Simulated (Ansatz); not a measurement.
Relaxation of CH10AlN3 (15 atoms, charge 0, multiplicity 1), to a largest force component of 0.03 eV/Å in at most 50 steps.

These are results of UKS B3LYP/def2-SVP in Ansatz 0.2.0, not measurements.

```xyz
15
Properties=species:S:1:pos:R:3
Al -0.040 1.564 -0.444
N 0.752 -1.534 -0.174
C 0.503 -2.255 1.063
N -0.651 1.862 -2.091
N -1.099 1.843 0.966
H 1.406 -0.759 -0.046
H 1.430 1.166 -0.197
H 1.122 -2.131 -0.912
H 1.392 -2.752 1.504
H 0.090 -1.576 1.828
H -0.255 -3.037 0.890
H -0.191 1.541 -2.938
H -1.579 2.204 -2.322
H -2.101 1.999 0.944
H -0.778 1.867 1.929
```

Problem. Where does it end, and by what steps?

Solution. It converged. The force dipped under the threshold on the way, but the program's further checks kept it going. After 30 steps the energy has fallen by 0.830 eV; H11 moved furthest, 1.73 Å. Joined: Al1–N2.

```tsv
step	energy less start (eV)	largest force component (eV/Å)	accepted
0	0.0000	0.662	yes
2	-0.1689	0.789	yes
4	-0.5117	0.560	yes
6	-0.7262	0.870	yes
8	-0.7371	0.597	no
10	-0.7905	0.039	yes
12	-0.7940	0.069	yes
14	-0.7934	0.491	no
16	-0.7977	0.032	yes
18	-0.8025	0.231	yes
20	-0.8124	0.166	yes
22	-0.7969	0.336	no
24	-0.8204	0.073	yes
26	-0.8260	0.090	yes
28	-0.8283	0.133	yes
30	-0.8299	0.016	yes
```

```xyz
15
Properties=species:S:1:pos:R:3
Al 0.248 1.111 -0.277
N 1.051 -0.782 0.053
C 0.048 -1.772 0.497
N -0.800 0.717 -1.720
N -0.655 1.419 1.271
H 1.790 -0.676 0.753
H 1.642 1.900 -0.422
H 1.517 -1.099 -0.802
H 0.486 -2.761 0.703
H -0.434 -1.376 1.402
H -0.716 -1.855 -0.289
H -0.427 0.617 -2.662
H -1.720 1.145 -1.805
H -1.652 1.254 1.384
H -0.380 2.156 1.914
```

Run time: 2.6 min on 4 threads of Arm Neoverse N1 (shared host), peak memory 0.4 GiB.
